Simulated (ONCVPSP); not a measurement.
# Before and after: ONCV potential for La (Z = 57)

- Element: La (Z = 57)
- Generator: ONCVPSP 4.0.1
- Type: optimised norm-conserving Vanderbilt (ONCV)
- Functional: PBE
- Relativity: scalar-relativistic
- Frozen core: [Kr] 4d10
- Valence charge: 11
- Reference configuration: 5s2 5p6 5d1 6s1.75 (charge +0.25)
- Partial waves: 5s+6s: rc 2.55 bohr, ncon 4, nbas 7, qcut 4.4 1/bohr, 2 projectors; 5p: rc 1.90 bohr, ncon 5, nbas 7, qcut 3.9 1/bohr, 1 projector; 5d: rc 4.00 bohr, ncon 4, nbas 8, qcut 4.2 1/bohr, 2 projectors, debl 3.7 Ha; f scattering state at 0.06 Ha: rc 3.90 bohr, ncon 5, nbas 8, qcut 2.5 1/bohr, 1 projector
- Local potential: polynomial inside 1.35 bohr (lpopt 2, dvloc0 0 Ha)
- Core correction: Teter function, fcfact 4.5, rcfact 1.4

In the f channel the program set the typed energies aside and used -0.209 Ha.

All-electron outer shells of the reference configuration (PBE, scalar-relativistic, ld1.x):

```json
{"shell": "5s", "level (eV)": "-40.28", "outermost node (bohr)": "0.77", "outermost maximum (bohr)": "1.41"}
{"shell": "5p", "level (eV)": "-23.75", "outermost node (bohr)": "0.83", "outermost maximum (bohr)": "1.58"}
{"shell": "6s", "level (eV)": "-4.79", "outermost node (bohr)": "1.86", "outermost maximum (bohr)": "3.79"}
{"shell": "5d", "level (eV)": "-4.36", "outermost node (bohr)": "0.95", "outermost maximum (bohr)": "2.21"}
```

Change: local potential polynomial inside 1.35 bohr (lpopt 2, dvloc0 7 Ha).

Cutoffs: the cutoffs (Ha) at which the residual kinetic energy of the hardest occupied pseudo-wave falls to 1 and 0.1 mHa per electron; they do not see the model core or the augmentation charge, which bear on the density cutoff. Errors are all-electron minus pseudo energies relative to the spin-unpolarised reference configuration.

Question: Predict the effect on cutoff, ghosts and configuration errors.

Answer: The potential gets neither clearly harder nor softer (29 Ha and 36 Ha → 29 Ha and 36 Ha); the errors of the 4 common tests hardly move; the range in which the s phases agree widens (upper end 2.1 → 4.7); neither file shows a bound ghost.

```csv
quantity,base,changed
"cutoff, loose",29 Ha,29 Ha
"cutoff, tight",36 Ha,36 Ha
bound ghosts,none,none
GHOST(+) flags under 300 eV,"f at 63.7 eV, s at 63.9 eV, d at 88.4 eV",d at 94.6 eV
"error for 5s2 5p6 5d1 6s2, meV [ΔE -1.06 eV]",-0.1,-0.2
"error for 5s2 5p6 5d1 6s1, meV [ΔE 4.91 eV]",-6.3,-6.3
"error for 5s2 5p6 5d1 6s0, meV [ΔE 15.80 eV]",-48,-48
"error for 5s2 5p6 5d0 6s2, meV [ΔE 5.33 eV]",+9.6,+9.4
s: phases at 2.58 bohr within 0.05 rad from the reference energy up to (Ha; the scan ends near 5),2.1,4.7
p: phases at 1.93 bohr within 0.05 rad from the reference energy up to (Ha; the scan ends near 5),1.1,1.8
d: phases at 4.07 bohr within 0.05 rad from the reference energy up to (Ha; the scan ends near 5),-0.0,-0.0
f: phases at 3.95 bohr within 0.05 rad from the reference energy up to (Ha; the scan ends near 5),-0.1,-0.1
"rms error of d²Exc/dni dnj with the model core, mHa",1.54,1.54
```
